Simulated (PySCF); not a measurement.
An unknown is described by computed data only.

Formula: C5H8Si.

| Item | Value |
| --- | --- |
| Dipole | 0.81 D [CAM-B3LYP/def2-SVPD] |
| Triplet | lowest triplet excitation (Tamm–Dancoff): 4.19 eV [TDA CAM-B3LYP/def2-SVPD] |
| 1H NMR | chemical shifts (computed TMS as zero) by class: 5.97 (1 H), 5.92 (1 H), 4.26 (3 H), 3.10 (2 H), 2.04 (1 H) ppm [GIAO PBE0/pcSseg-1] |
| UV, first state | lowest singlet excitation: 6.36 eV (195 nm, f = 0.003) [TDDFT CAM-B3LYP/def2-SVPD] |
| UV, strongest line | among the 10 lowest singlet transitions: S5 at 7.02 eV (177 nm, f = 0.321) [TDDFT CAM-B3LYP/def2-SVPD] |
| 13C NMR | chemical shifts (computed TMS as zero) by class: 148.3 (1 C), 139.7 (1 C), 83.9 (1 C), 78.2 (1 C), 31.7 (1 C) ppm [GIAO PBE0/pcSseg-1] |
| Rotational structure | rotational constants A, B, C: 3.933, 2.044, 1.473 GHz [PBE0-D3(BJ)/def2-SVP] |

Gas-phase values; electronic properties from PySCF, density fitting. Levels stand in brackets. Geometry: PBE0-D3(BJ)/def2-SVP, one conformer, isolated molecule. NMR classes are plain means over equivalent atoms (diastereotopic ones count apart unless rotation or inversion swaps them), as if these changed places fast.

Task: Give a SMILES that accounts for the data.

Result: Numbering: `[CH:1]#[C:2][CH2:3][C:4](=[CH2:5])[SiH3:6]`. Its formula, C5H8Si, gives 3 degrees of unsaturation: 0 rings and 3 π bonds in the structure found. 5 carbons fall into 5 classes; from least to most shielded: fully substituted alkene carbon [C4] (148.3 ppm), terminal =CH2 carbon [C5] (139.7 ppm), alkyne carbon [C2] (83.9 ppm), terminal alkyne carbon [C1] (78.2 ppm), allylic carbon [C3] (31.7 ppm). Hydrogen classes from least to most shielded: 1 H on a terminal =CH2 carbon, C5 (5.97 ppm), 1 H on a terminal =CH2 carbon, C5 (5.92 ppm), 3 H on an SiH3 silicon, Si6 (4.26 ppm, a mean of values up to 0.6 ppm apart in this geometry), 2 H on an allylic carbon, C3 (3.10 ppm), 1 H on a terminal alkyne carbon, C1 (2.04 ppm). The optimised geometry has point group C1 and is an asymmetric top. Structure: `C(C#C)C([SiH3])=C`. Computed isomers that give other values at the same levels: `C#C[C@H]1CC[SiH2]1` (rotational constant A: 6.000 GHz; this holds for the one conformer computed); `CC1=C[SiH2]C=C1` (rotational constant A: 6.033 GHz; this holds for the one conformer computed); `C=CC#CC[SiH3]` (rotational constant A: 8.980 GHz; this holds for the one conformer computed). The assignments are read from this structure; whether some other isomer fits the data as well wasn't checked.

The values belong to the conformer `[CH:1]#[C:2][CH2:3][C:4](=[CH2:5])[SiH3:6]`: C2–C3–C4–C5 -130°.
